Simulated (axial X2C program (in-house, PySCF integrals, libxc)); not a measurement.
**Worked dissociation energy of SnGe: PBE0, spin-free**

Computed with an axial X2C code built on PySCF integrals. Spin-free means the one-electron spin-free X2C Hamiltonian. Basis: Sn dyall-cv3z [11s12p9d4f1g], Ge dyall-cv3z [9s9p7d4f1g] (cores contracted in-house); Gaussian nuclei, density fitting, unrestricted open shells. Masses: Sn 119.902 u, Ge 73.921 u.

Molecular state: M_S = 1, Λ = 0 (beyond evenly filled blocks: π+α, π-α).

```
E(Sn) (2M_S = 2, M_L = 0) : -6176.214530 hartree
E(Ge) (2M_S = 2, M_L = 0) : -2098.529085 hartree
E(SnGe) at Re             : -8274.839843 hartree
ωe                        : 241.8 cm⁻¹
ωexe                      : 0.421 cm⁻¹
```

**Question.** Work out De and D0.

**Answer.** De = -6176.214530 + (-2098.529085) − (-8274.839843) = 0.09623 hartree = 2.619 eV. The zero-point energy is ωe/2 − ωexe/4 = 121 cm⁻¹ = 0.015 eV, so D0 = 2.604 eV.

The state is one determinant whose occupation by symmetry is held fixed; it was picked as the lowest of a PBE0 search that is not exhaustive. De is counted from the lowest determinant-based energies of the atoms at the same level, without counterpoise correction. Other states lie close and PBE0, whose exact exchange favours high spin, may order them wrongly; the determinant shown need not be the ground state. The nearest other spin-free determinant of the search, M_S = 1, Λ = 1, lies 0.39 eV up at the distance of the search. Spin-free De lacks the spin–orbit lowering of the heavy p-block atom, a tenth of an eV or more for 4p and 5p, up to an eV for 6p and one to two eV for 7p atoms, less what an open-shell molecule gains itself.

Each atomic determinant is the lowest at this level and need not be a pure term. Totals compare only within one Hamiltonian and basis.
